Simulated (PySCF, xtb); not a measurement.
C3HClF2, SMILES FC=C=C(F)Cl.

Harmonic wavenumbers (cm⁻¹) from GFN2-xTB run with xtb at its own minimum, in rising order: 97, 125, 263, 329, 431, 470, 521, 656, 782, 963, 1064, 1201, 1424, 2053, 3037.

Q: What does PBE-D3(BJ)/def2-SVP (PySCF 2.14.0) give at its own minimum? (An estimate is asked for; the answer gives what the named calculation found.)

A: 99, 119, 270, 356, 483, 501, 557, 703, 840, 1020, 1119, 1243, 1439, 2038, 3087. Paired by order, the mean absolute difference is 33 cm⁻¹ and the zero-point energies are 19.2 and 19.8 kcal/mol.
